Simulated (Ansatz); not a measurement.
The same path of C2H5ClInN (10 atoms, charge 0, multiplicity 1) was run 3 times with different band settings. The coordinate that changes most is the dihedral Cl5–In3–C4–H10.

The calculation used RKS PBE0-D4/def2-SVP (Ansatz 0.2.0).

Relaxed end points:

```xyz
10
Properties=species:S:1:pos:R:3
C -0.969 2.065 1.257
N -0.900 0.801 1.260
In 0.196 -0.105 -0.270
C 0.610 -2.155 -0.714
Cl 1.075 1.582 -1.704
H -0.500 2.743 0.511
H -1.542 2.580 2.057
H -0.125 -2.512 -1.449
H 0.539 -2.764 0.197
H 1.617 -2.235 -1.146
```

```xyz
10
Properties=species:S:1:pos:R:3
C -0.827 2.085 1.326
N -0.596 0.844 1.413
In 0.122 -0.117 -0.297
C 0.658 -2.148 -0.697
Cl 0.308 1.476 -2.061
H -0.683 2.713 0.421
H -1.210 2.631 2.214
H 1.485 -2.167 -1.420
H -0.211 -2.662 -1.132
H 0.953 -2.655 0.231
```

Common settings: movable images 5; climbing image yes; spring 5.0 eV/Å²; start path through a guess of the saddle point; force threshold 0.05 eV/Å; end points relaxed.

| run | optimiser | iteration limit |
| --- | --- | --- |
| 1 | quadratic models (default) | 60 |
| 2 | quadratic models (default) | 3 |
| 3 | lbfgs | 60 |

(1) What does each run give, and how far can it be trusted?

Answers

(1) Run 1: converged after 7 iterations, highest image 0.000 eV above the first end. The top lies less than 8 meV above the higher end, about what the thresholds resolve: that end is a shoulder or a very shallow well. A vibrational analysis at the climbing image gives no mode beyond 40i cm⁻¹: the surface is too flat there to confirm a saddle point.
Run 2: not converged after 3 iterations, highest image 0.154 eV above the first end. The band didn't meet its force threshold, so its energies are provisional: the largest band force was still 1.92 eV/Å, and over the last iterations the top moved between 0.04 and 0.73 eV.
Run 3: converged after 25 iterations, highest image 0.001 eV above the first end. The top lies less than 8 meV above the higher end, about what the thresholds resolve: that end is a shoulder or a very shallow well. Another band between the same ends (5 images) ends at a top of the same energy, where a vibrational analysis finds no clearly imaginary modes.
